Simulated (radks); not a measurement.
The numbers below are computed, except where a source is named.
These are the eigenvalues of the occupied orbitals of an atom or ion with whole-number occupations (eV). Level of theory: Dirac Kohn-Sham, exchange-only PBE, spin-unpolarised, spherical densities, finite nucleus; Fermi nuclear charge, rms radius of each element as measured or else 0.836 A^(1/3) + 0.57 fm (a radial shooting solver on a logarithmic mesh with Libxc functionals).

orbital  eigenvalue
1s1/2     -72431.81
2s1/2     -13297.93
2p1/2     -12764.17
2p3/2     -11325.45
3s1/2     -3776.979
3p1/2     -3539.384
3p3/2     -3225.048
3d3/2     -2825.991
3d5/2     -2757.898
4s1/2     -1435.190
4p1/2     -1334.343
4p3/2     -1249.144
4d3/2     -1083.180
4d5/2     -1065.906
4f5/2     -860.8893

Which element is it, and in what charge state? The configuration may be excited. Open shells, if any, fill j = l - 1/2 first.

Answer. Z = 75, rhenium, charge +27: Re27+ in [Kr] 4d10 4f2. The list shows which subshells hold electrons but not how many an open one holds; the 1s level, -2661.8 hartree, gives Z - s = 73.0 by -(Z - s)^2/2, which with screening and relativity narrows Z to a few neighbours, and the depths of the outer levels then fix element, charge and occupations together.
